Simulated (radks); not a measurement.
Results of a calculation; reference values are marked as such.
Question: These are the eigenvalues of the occupied orbitals of an atom or ion with whole-number occupations (eV). Level of theory: Dirac Kohn-Sham, BLYP, spin-unpolarised, spherical densities, finite nucleus; Fermi nuclear charge, rms radius of each element as measured or else 0.836 A^(1/3) + 0.57 fm (a radial shooting solver on a logarithmic mesh with Libxc functionals).

| orbital | eigenvalue |
|---|---|
| 1s1/2 | -15632.05 |
| 2s1/2 | -2608.118 |
| 2p1/2 | -2424.025 |
| 2p3/2 | -2362.837 |
| 3s1/2 | -808.3804 |
| 3p1/2 | -743.4241 |
| 3p3/2 | -731.4830 |
| 3d3/2 | -625.8144 |

Which element is it, and in what charge state? The configuration may be excited. Open shells, if any, fill j = l - 1/2 first.

Answer: Z = 37, rubidium, charge +17: Rb17+ in [Ar] 3d2. The list shows which subshells hold electrons but not how many an open one holds; the 1s level, -574.47 hartree, gives Z - s = 33.9 by -(Z - s)^2/2, which with screening and relativity narrows Z to a few neighbours, and the depths of the outer levels then fix element, charge and occupations together.
